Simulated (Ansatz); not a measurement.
Consider the formal exchange of groups at the Si–N bond: `F[SiH2]N[SiH2][SiH3]` + `NBS` → `NB(S)[SiH2][SiH3]` + `N[SiH2]F`.

Calculated with Ansatz (gas phase, PBE0-D4/def2-TZVP geometries, no zero-point term in ΔE). CCSD(T)/CBS is the MP2 limit (def2-TZVPP, def2-QZVPP) plus CCSD(T) − MP2 in def2-TZVPP, frozen cores. Functionals use def2-TZVPP. B3LYP here is the variant with VWN-RPA as its local correlation; programs differ in this. Each species was taken in one conformer, which may not be the lowest.

CCSD(T)/CBS gives +57.7 kJ/mol.

Q: Another level gave +42.6 kJ/mol. Which?
A. B3LYP/def2-TZVPP
B. PBE/def2-TZVPP
C. PBE0/def2-TZVPP
D. SCS-MP2/def2-TZVPP

A: B. PBE 42.6, B3LYP 59.5, SCS-MP2/def2-TZVPP 64.8, PBE0 48.5 kJ/mol.

Largest T1 diagnostic among the species: 0.014.

From PBE to PBE0 (25 % exact exchange), in def2-TZVPP and without D4, ΔE moves by +5.9 kJ/mol. In def2-TZVPP, CCSD(T) changes the Hartree–Fock value by −20.5 kJ/mol (the triples alone add −3.3 kJ/mol) and MP2 by −17.3 kJ/mol.
